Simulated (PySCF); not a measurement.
Electron affinity of Rb by level of theory

Rb⁻ [Kr] 5s2 (1S) → Rb [Kr] 5s1 (2S), as a difference of total energies. All numbers are calculated (PySCF 2.14, no relativity, point nucleus, in dyall-av2z (22s16p9d, 115 functions)). Correlated levels: valence: [Kr] frozen; virtual orbitals above 40 to 60 times the deepest correlated orbital energy dropped. The calculations carry no spin-orbit coupling.

| method | electron affinity (eV) |
| --- | --- |
| UHF | -0.073 |
| MP2 (valence) | 0.210 |
| SCS-MP2 (valence) | 0.266 |
| CCSD (valence) | 0.467 |

These non-relativistic numbers lack the scalar-relativistic shift.

Errors of the correlated levels include the incompleteness of this basis and the frozen core.

A negative affinity means that the anion lies above the atom at that level of theory.

With two correlated electrons CCSD is exact in that space.

The coupled-cluster amplitudes are large for Rb⁻ (T1 above 0.03 or a double amplitude above 0.15), so a single reference is strained.

For comparison: 0.486 eV (measured; photodetachment measurements, as compiled on the Wikipedia data page of electron affinities).
